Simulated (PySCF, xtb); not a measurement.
BrH3OSeSi, SMILES [SiH3]O[Se]Br. Other conformers were not sampled.

Harmonic wavenumbers (cm⁻¹) from GFN2-xTB run with xtb at its own minimum, in rising order: 43, 87, 138, 204, 296, 450, 608, 636, 721, 784, 797, 838, 2264, 2287, 2351.

Task: What does PBE-D3(BJ)/def2-SVP (PySCF) give at its own minimum? (The exact figures need the calculation; the answer reports its results.)

Result: 54, 86, 155, 195, 280, 534, 674, 691, 813, 896, 908, 933, 2173, 2187, 2202. Paired by order, the mean absolute difference is 67 cm⁻¹ and the zero-point energies are 17.9 and 18.3 kcal/mol.
